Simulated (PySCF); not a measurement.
## Electronic absorption of Sn(SH)H3

Species: Sn(SH)H3.
Z-matrix (Å and degrees, PBE0-D3(BJ)/def2-SVP geometry), rows numbered from 1:
```
Sn
S   1  2.4267
H   2  1.3515  1   93.96
H   1  1.7077  2  104.51  3   177.71
H   1  1.7128  2  109.65  3    58.37
H   1  1.7130  2  109.82  3   -62.96
```

Computed, not measured: TDDFT wB97X-D/def2-SVPD, vertical, gas phase, core orbitals frozen in the response, def2 core potentials past Kr (PySCF). Spin–orbit coupling is left out.

Q: What does the calculation give for the low-lying excited states?

A: 

```
state  E (eV)  E (kJ/mol)  λ (nm)       f  main configurations (H = HOMO, L = LUMO)
   S1    5.29         510   234.4   0.024                                 H→L (89%)
   S2    6.00         579   206.5  0.0073                  H→L+1 (74%), H→L+5 (18%)
   S3    7.04         679   176.2  0.0008      H→L+2 (71%), H→L+4 (12%), H→L+5 (9%)
   S4    7.13         688   173.9   0.074                  H→L+3 (53%), H-1→L (34%)
   S5    7.18         693   172.7   0.013     H→L+5 (30%), H→L+4 (19%), H→L+2 (19%)
   S6    7.56         730   163.9   0.150   H-1→L+1 (34%), H-2→L (28%), H→L+3 (15%)
   S7    7.66         739   161.8   0.071                H-2→L (53%), H-1→L+1 (30%)
   S8    7.70         743   161.0  0.0010                  H-3→L (62%), H→L+4 (17%)
   S9    7.89         761   157.2   0.441   H-1→L (33%), H-1→L+1 (21%), H→L+3 (21%)
  S10    8.03         774   154.5   0.011     H→L+6 (44%), H→L+4 (24%), H-3→L (16%)
```

Triplets (Tamm–Dancoff): T1 4.87 eV, H→L (88%); T2 5.68 eV, H→L+1 (57%), H→L+5 (28%); T3 6.16 eV, H-1→L (86%); T4 6.77 eV, H→L+2 (23%), H→L+1 (22%), H→L+5 (15%).

The lowest singlet lies at 5.29 eV (234 nm, ultraviolet) and is weak; its leading configuration is HOMO→LUMO (89%). The strongest level in the table is S9 at 7.89 eV (157 nm, f = 0.441). Löwdin shares by element: HOMO sulfur 78%, tin 9%, hydrogen 7% or more; LUMO tin 39%, sulfur 31%, hydrogen 21% or more. The listed states span 2.74 eV, and the widest gap between neighbours is 1.03 eV (S2 to S3). Of the 10 states listed, 7 reach f = 0.01 and none stays under 0.0005. Weighted by f, the mean energy of these states is 7.63 eV. The vertical ionisation energy (ΔSCF) is 9.60 eV, 1.58 eV above S10. Singlets were solved by full linear response, triplets in the Tamm–Dancoff approximation.
